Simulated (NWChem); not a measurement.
Molecule: BBrClF; SMILES B(F)(Cl)Br

This build's default masses of Se (78.918 u) and Br (79.917 u) are each other's, which moves their modes by up to 0.6 %.

Give the equilibrium geometry at PBE-D3(BJ)/def2-SVP (NWChem) as an XYZ file, with the point group.

point group Cs; any orientation.
```
4

B     -0.4236     0.5672     0.0000
F     -1.7267     0.7968     0.0000
Cl     0.6848     1.9247     0.0000
Br     0.2022    -1.2417     0.0000
```
